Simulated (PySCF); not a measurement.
Molecular orbitals of CsS

PBE at R = 3.066 Å; basis Cs def2-TZVPP with ECP46, S def2-TZVPP; scalar-relativistic core potentials; PySCF 2.14. State: ²Π (doublet), unpaired electrons π ↑. Only the outer orbitals are listed, counted within each symmetry, core potentials removing the inner ones.

```
spin  orbital  occ.  ε (eV)  on Cs (%)   main shells (%)
   α       4σ     1  -26.84        100          100 Cs s
   α       5σ     1  -14.36         25   75 S s, 24 Cs p
   α       2π     1  -13.50        100          100 Cs p
   α       2π     1  -13.46        100          100 Cs p
   α       6σ     1  -12.93         75   74 Cs p, 24 S s
   α       3π     1   -5.00          3            96 S p
   α       7σ     1   -4.01          9            90 S p
   α       3π     1   -3.86          6            94 S p
   α       8σ     0   -1.62         98   88 Cs s, 8 Cs p
   α       4π     0   -0.39        100  74 Cs p, 25 Cs d
   α       4π     0   -0.38        100  75 Cs p, 25 Cs d
   β       4σ     1  -26.84        100          100 Cs s
   β       5σ     1  -13.80         59   59 Cs p, 40 S s
   β       2π     1  -13.49        100          100 Cs p
   β       2π     1  -13.46        100          100 Cs p
   β       6σ     1  -12.52         42   58 S s, 40 Cs p
   β       7σ     1   -3.69         11            89 S p
   β       3π     1   -3.54          7            93 S p
   β       3π     0   -3.18          8            92 S p
   β       8σ     0   -1.62         98  85 Cs s, 10 Cs p
   β       4π     0   -0.42        100  74 Cs p, 26 Cs d
```

Task: Which are the highest filled and the lowest empty level, where do they sit, and how wide is the gap?

Result: Highest filled β 3π at -3.54 eV (in %: 93 S p); lowest empty β 3π at -3.18 eV (in %: 92 S p); the gap at PBE is 0.36 eV. Both belong to one degenerate shell, split only by its one-sided filling, so this is no excitation gap.

```json
{
  "bond order (Mayer)": "0.67",
  "⟨S²⟩": "0.754",
  "charge on Cs (Mulliken, basis-dependent)": "0.64",
  "charge on Cs (Löwdin, basis-dependent)": "0.41",
  "dipole moment (positive dipole means Cs(−)S(+))": "-9.68 D",
  "polarisability along the bond": "114.4 bohr³",
  "polarisability across the bond": "46.7 bohr³"
}
```

Spin–orbit coupling is left out. The state was picked by a PBE0 search and need not be the measured ground state.
